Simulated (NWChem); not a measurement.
# C$_{4}$H$_{9}$Cl; SMILES ClCCCC

All runs: NWChem. Pople sets run with spherical d functions. B3LYP is NWChem's, with the RPA form of VWN correlation. Each level has its own optimisation; frequencies are unscaled. Brackets give each atom's bonded neighbours. One conformer.

```csv
level,r C–C [C(CCHH)–C(CHHH)] (Å),r C–H [C(CHHH)–H(C)] (Å),r C–C [C(CCHH)–C(CCHH)] (Å),r C–C [C(CCHH)–C(CClHH)] (Å),highest harmonic frequency (cm⁻¹),lowest (cm⁻¹),zero-point energy (kcal/mol),dipole (D)
Hartree-Fock/STO-3G,1.541,1.086,1.544,1.543,3754,88,92.7,2.53
Hartree-Fock/3-21G,1.540,1.085,1.538,1.521,3376,90,83.2,3.09
Hartree-Fock/6-31G*,1.528,1.086,1.529,1.521,3341,87,83.2,2.38
B3LYP/6-31G*,1.532,1.097,1.533,1.524,3159,85,78.1,2.22
"LDA (Slater exchange, VWN5)/def2-SVP",1.510,1.112,1.512,1.503,3063,91,74.9,1.70
PBE/def2-SVP,1.529,1.110,1.532,1.523,3073,88,75.2,1.80
BLYP/def2-SVP,1.540,1.110,1.542,1.531,3055,87,75.0,1.79
PBE0/def2-SVP,1.520,1.102,1.522,1.514,3171,89,77.8,1.90
```
